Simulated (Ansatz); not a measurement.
`[SiH3][GaH][CH]=S`, charge 0, multiplicity 1.

Q: Give a relaxed structure at PBE0-D4/def2-TZVP (Ansatz). (An estimate is asked.)

A: Computed: 
Z-matrix (Å, degrees):
```
Si
Ga 1 2.397
H 1 1.491 2 110.6
H 1 1.489 2 110.4 3 119.4
H 1 1.489 2 111.9 3 -119.8
C 2 1.975 1 115.9 3 -106.0
S 2 2.590 1 107.8 3 -147.1
H 2 1.564 1 129.6 3 77.1
H 6 1.090 2 146.8 1 94.7
```
This is one stationary point; other conformers may exist.
